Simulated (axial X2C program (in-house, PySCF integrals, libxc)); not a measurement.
## HfN: bond constants with and without spin–orbit coupling

All values were computed with an in-house relativistic program for diatomic molecules. Spin-free means the one-electron spin-free X2C Hamiltonian; two-component (2c) means X2C with spin–orbit coupling and atomic mean-field two-electron Coulomb and Gaunt terms, so the difference of the two also holds small scalar two-electron terms. Basis: Hf dyall-cv3z [13s14p9d7f4g], N dyall-av3z [7s7p3d2f] (cores contracted in-house); Gaussian nuclei, density fitting, unrestricted open shells. Masses: Hf 179.947 u, N 14.003 u.

State, spin-free: M_S = 1/2, Λ = 0 (beyond evenly filled blocks: σα); electrons by block: σα: 16, σβ: 15, π+α: 8, π+β: 8, π-α: 8, π-β: 8, δ+α: 3, δ+β: 3, δ-α: 3, δ-β: 3, φ+α: 1, φ+β: 1, φ-α: 1, φ-β: 1. Fragments: Hf + N.

State, 2c: Ω = 1/2 (⟨Sz⟩ = 0.50, ⟨Lz⟩ = 0.00 at PBE); electrons by block: 1/2: 24, -1/2: 23, 3/2: 11, -3/2: 11, 5/2: 4, -5/2: 4, 7/2: 1, -7/2: 1. Fragments: Hf + N.

```csv
Hamiltonian,level,Re (Å),ωe (cm⁻¹),Be (cm⁻¹),αe (cm⁻¹),De (eV),k (mdyn/Å),μ (D)
spin-free,PBE0,1.705,1020.6,0.4463,0.00197,5.66,7.97,-5.52
spin-free,PBE,1.734,936.4,0.4314,0.0021,6.47,6.71,-5.04
2c,PBE,1.733,936.9,0.4322,0.00211,n/a,6.72,-5.01
```

Dipoles are positive if N is the positive end.

Occupations by symmetry block were frozen at the best pattern of an incomplete PBE0 search. De is counted from the lowest determinant-based energies of the atoms at the same level, without counterpoise correction. De is not given where an atomic determinant may have missed its ground term or J level, or where the truncated virtual space spoils (T). Density functionals use the spin component along the axis (collinear). The functionals have no current-density term, which raises determinants with orbital currents, atoms included. The stretched end of a curve changes character and is left out.

No reliable constants came from CCSD (2c), CCSD (spin-free), CCSD(T) (2c), CCSD(T) (spin-free), HF (2c), HF (spin-free), MP2 (2c), MP2 (spin-free), PBE0 (2c): no minimum in range, unconverged points, a curve that is not smooth, a change of character along it, or the two Hamiltonians disagreeing along it.

Rough cost a point (2c) on 1 thread(s) of a shared host, integrals apart: PBE 0.9 s.

The whole task took 13 min on 1 thread of Arm Neoverse N1 (shared host).
